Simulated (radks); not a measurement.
Pd XXXIV, configuration [Ne] 3s2 3p1 (the NIST ground configuration).

All-electron calculation, Dirac Kohn-Sham, PBE, spin-unpolarised, spherical densities, point nucleus; open shells are shared between the two j in proportion to 2j + 1. Program: a radial shooting solver on a logarithmic mesh with Libxc functionals.

Energy parts (hartree):
part                       energy
total                 -4178.63292
kinetic                4396.67721
electron-nucleus      -9072.85605
Hartree                 582.67942
exchange-correlation    -85.13350

Orbitals (lengths in bohr, moments of r in powers of bohr; <r^-3> diverges for s and p1/2; r(max) is where P^2 peaks):
orbital,occ.,eigenvalue (hartree),r(max),<r^4>,<r^-3>,<1/r>,small-component weight
1s1/2,2,-956.2378,0.02065,4.869e-06,-,48.26,2.84e-02
2s1/2,2,-194.7989,0.1161,0.0008021,-,11.27,6.10e-03
2p1/2,2,-186.2544,0.08974,0.0005172,-,11.22,6.07e-03
2p3/2,4,-180.2035,0.09380,0.0005882,3356,10.58,5.85e-03
3s1/2,2,-76.50448,0.3142,0.02279,-,4.534,2.28e-03
3p1/2,0.333333,-73.52187,0.2970,0.02017,-,4.474,2.23e-03
3p3/2,0.666667,-72.02754,0.3043,0.02188,844.4,4.311,2.18e-03

The highest occupied level is 3p3/2 at -1960.0 eV. The density falls to 0.001 e/bohr^3 at r = 0.87 bohr. For comparison, the ionisation energy in NIST's Atomic Spectra Database is 2016 eV (semi-empirical). In exact Kohn-Sham theory the highest level is minus the ionisation energy, but local and semilocal functionals leave it too shallow, through self-interaction and a potential that decays too fast; potentials with the right tail come closer.

Beside tabulated values, note that spin-unpolarised runs miss the spin-polarisation part of the exchange energy of open shells.
